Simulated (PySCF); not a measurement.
SMILES O(CCO)c1ccc(cc1)C=C, GFN2-xTB optimised geometry.

```
24

C     -1.17     4.22     0.02
C     -1.63     2.97     0.00
C     -0.85     1.75     0.00
C      0.55     1.73     0.00
C      1.24     0.54     0.00
C      0.57    -0.68     0.00
O      1.36    -1.79     0.01
C      0.74    -3.06    -0.04
C      1.84    -4.11    -0.15
O      2.18    -4.27    -1.51
C     -0.82    -0.68     0.00
C     -1.51     0.52     0.00
H     -1.84     5.06     0.02
H     -0.12     4.45     0.03
H     -2.71     2.82    -0.01
H      1.10     2.66     0.00
H      2.32     0.53     0.00
H      0.16    -3.23     0.88
H      0.09    -3.15    -0.92
H      2.71    -3.77     0.44
H      1.48    -5.06     0.27
H      2.98    -4.79    -1.58
H     -1.38    -1.61     0.00
H     -2.59     0.50     0.00
```

Density from CAM-B3LYP/def2-SVP (PySCF) at that geometry.

Minimum of the electron density along straight lines between bonded atoms, close to the bond critical point (lines longer than 1.1 times the sum of covalent radii, or with two minima, are not listed):

```json
[
 {"bond": "C1–C2", "length / Å": "1.328", "ρ at the minimum / e bohr⁻³": "0.344", "∇²ρ there / e bohr⁻⁵": "-0.93", "position (fraction from the first atom)": "0.50"},
 {"bond": "C2–C3", "length / Å": "1.456", "ρ at the minimum / e bohr⁻³": "0.278", "∇²ρ there / e bohr⁻⁵": "-0.70", "position (fraction from the first atom)": "0.50"},
 {"bond": "C3–C4", "length / Å": "1.398", "ρ at the minimum / e bohr⁻³": "0.307", "∇²ρ there / e bohr⁻⁵": "-0.78", "position (fraction from the first atom)": "0.50"},
 {"bond": "C4–C5", "length / Å": "1.375", "ρ at the minimum / e bohr⁻³": "0.318", "∇²ρ there / e bohr⁻⁵": "-0.83", "position (fraction from the first atom)": "0.50"},
 {"bond": "C5–C6", "length / Å": "1.397", "ρ at the minimum / e bohr⁻³": "0.312", "∇²ρ there / e bohr⁻⁵": "-0.82", "position (fraction from the first atom)": "0.48"},
 {"bond": "C6–O7", "length / Å": "1.360", "ρ at the minimum / e bohr⁻³": "0.286", "∇²ρ there / e bohr⁻⁵": "-0.33", "position (fraction from the first atom)": "0.34"},
 {"bond": "O7–C8", "length / Å": "1.409", "ρ at the minimum / e bohr⁻³": "0.255", "∇²ρ there / e bohr⁻⁵": "-0.37", "position (fraction from the first atom)": "0.66"},
 {"bond": "C8–C9", "length / Å": "1.527", "ρ at the minimum / e bohr⁻³": "0.256", "∇²ρ there / e bohr⁻⁵": "-0.64", "position (fraction from the first atom)": "0.50"},
 {"bond": "C9–O10", "length / Å": "1.408", "ρ at the minimum / e bohr⁻³": "0.263", "∇²ρ there / e bohr⁻⁵": "-0.51", "position (fraction from the first atom)": "0.35"},
 {"bond": "C6–C11", "length / Å": "1.391", "ρ at the minimum / e bohr⁻³": "0.312", "∇²ρ there / e bohr⁻⁵": "-0.81", "position (fraction from the first atom)": "0.52"},
 {"bond": "C3–C12", "length / Å": "1.394", "ρ at the minimum / e bohr⁻³": "0.310", "∇²ρ there / e bohr⁻⁵": "-0.79", "position (fraction from the first atom)": "0.50"},
 {"bond": "C11–C12", "length / Å": "1.383", "ρ at the minimum / e bohr⁻³": "0.314", "∇²ρ there / e bohr⁻⁵": "-0.81", "position (fraction from the first atom)": "0.50"},
 {"bond": "C1–H13", "length / Å": "1.077", "ρ at the minimum / e bohr⁻³": "0.283", "∇²ρ there / e bohr⁻⁵": "-1.09", "position (fraction from the first atom)": "0.64"},
 {"bond": "C1–H14", "length / Å": "1.076", "ρ at the minimum / e bohr⁻³": "0.283", "∇²ρ there / e bohr⁻⁵": "-1.09", "position (fraction from the first atom)": "0.63"},
 {"bond": "C2–H15", "length / Å": "1.084", "ρ at the minimum / e bohr⁻³": "0.282", "∇²ρ there / e bohr⁻⁵": "-1.08", "position (fraction from the first atom)": "0.63"},
 {"bond": "C4–H16", "length / Å": "1.079", "ρ at the minimum / e bohr⁻³": "0.285", "∇²ρ there / e bohr⁻⁵": "-1.10", "position (fraction from the first atom)": "0.63"},
 {"bond": "C5–H17", "length / Å": "1.079", "ρ at the minimum / e bohr⁻³": "0.284", "∇²ρ there / e bohr⁻⁵": "-1.09", "position (fraction from the first atom)": "0.64"},
 {"bond": "C8–H18", "length / Å": "1.099", "ρ at the minimum / e bohr⁻³": "0.280", "∇²ρ there / e bohr⁻⁵": "-1.05", "position (fraction from the first atom)": "0.63"},
 {"bond": "C8–H19", "length / Å": "1.097", "ρ at the minimum / e bohr⁻³": "0.281", "∇²ρ there / e bohr⁻⁵": "-1.08", "position (fraction from the first atom)": "0.64"},
 {"bond": "C9–H20", "length / Å": "1.097", "ρ at the minimum / e bohr⁻³": "0.281", "∇²ρ there / e bohr⁻⁵": "-1.07", "position (fraction from the first atom)": "0.64"},
 {"bond": "C9–H21", "length / Å": "1.100", "ρ at the minimum / e bohr⁻³": "0.279", "∇²ρ there / e bohr⁻⁵": "-1.04", "position (fraction from the first atom)": "0.63"},
 {"bond": "O10–H22", "length / Å": "0.962", "ρ at the minimum / e bohr⁻³": "0.356", "∇²ρ there / e bohr⁻⁵": "-2.28", "position (fraction from the first atom)": "0.81"},
 {"bond": "C11–H23", "length / Å": "1.079", "ρ at the minimum / e bohr⁻³": "0.283", "∇²ρ there / e bohr⁻⁵": "-1.08", "position (fraction from the first atom)": "0.63"},
 {"bond": "C12–H24", "length / Å": "1.081", "ρ at the minimum / e bohr⁻³": "0.283", "∇²ρ there / e bohr⁻⁵": "-1.09", "position (fraction from the first atom)": "0.63"}
]
```
